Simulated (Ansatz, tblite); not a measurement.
Cost and result up the ladder for `C=CCCCCCCCCC[S][Au]` (34 atoms). Total charge 0; singlet. Geometry: PBE-D4/def2-SVP.

| atom | x (Å) | y (Å) | z (Å) |
| --- | --- | --- | --- |
| C1 | 4.401 | 0.102 | 3.830 |
| C2 | 3.442 | -0.727 | 3.382 |
| C3 | 3.366 | -1.283 | 1.986 |
| C4 | 2.173 | -0.761 | 1.158 |
| C5 | 0.795 | -1.142 | 1.711 |
| C6 | -0.387 | -0.612 | 0.888 |
| C7 | -0.519 | -1.221 | -0.514 |
| C8 | -1.754 | -0.755 | -1.297 |
| C9 | -1.747 | 0.730 | -1.675 |
| C10 | -2.970 | 1.149 | -2.499 |
| C11 | -2.949 | 2.626 | -2.886 |
| S12 | -4.444 | 3.252 | -3.743 |
| Au13 | -4.506 | 2.044 | -5.667 |
| H14 | 4.398 | 0.487 | 4.862 |
| H15 | 5.233 | 0.426 | 3.179 |
| H16 | 2.632 | -1.019 | 4.075 |
| H17 | 4.311 | -1.052 | 1.450 |
| H18 | 3.297 | -2.394 | 2.039 |
| H19 | 2.245 | 0.347 | 1.083 |
| H20 | 2.279 | -1.147 | 0.121 |
| H21 | 0.724 | -2.252 | 1.788 |
| H22 | 0.699 | -0.760 | 2.750 |
| H23 | -0.302 | 0.495 | 0.814 |
| H24 | -1.331 | -0.804 | 1.445 |
| H25 | 0.392 | -0.997 | -1.114 |
| H26 | -0.549 | -2.330 | -0.418 |
| H27 | -2.671 | -0.978 | -0.707 |
| H28 | -1.843 | -1.359 | -2.228 |
| H29 | -0.818 | 0.958 | -2.246 |
| H30 | -1.697 | 1.355 | -0.756 |
| H31 | -3.905 | 0.933 | -1.938 |
| H32 | -3.027 | 0.541 | -3.430 |
| H33 | -2.927 | 3.267 | -1.974 |
| H34 | -2.042 | 2.882 | -3.471 |

Ansatz on 4 threads of Arm Neoverse V2 on a shared host; xTB runs through tblite on one thread. Times are rough, summed over both states, and most runs start from the orbitals of an earlier one. No level here is sound enough to serve as a yardstick. The other state is a triplet.

In the def2 sets Au takes a core potential; there is no spin–orbit coupling. The xTB rows come from tblite.

xTB has no spin-polarisation term.

| level | functions | wall time |
| --- | --- | --- |
| GFN2-xTB | 83 | 0.051 s |
| GFN1-xTB | 104 | 0.072 s |
| PBE-D4/def2-SVP | 309 | 21 s |
| PBE0-D4/def2-SVP | 309 | 46 s |

Task: Estimate what each level gives for the vertical triplet (eV).

Result: 
```json
{"level": "GFN2-xTB", "vertical triplet (eV)": "3.53", "remarks": "–"}
{"level": "GFN1-xTB", "vertical triplet (eV)": "2.45", "remarks": "–"}
{"level": "PBE-D4/def2-SVP", "vertical triplet (eV)": "1.55", "remarks": "restricted SCF unstable in HF (singlet)"}
{"level": "PBE0-D4/def2-SVP", "vertical triplet (eV)": "1.65", "remarks": "restricted SCF unstable in HF (singlet)"}
```
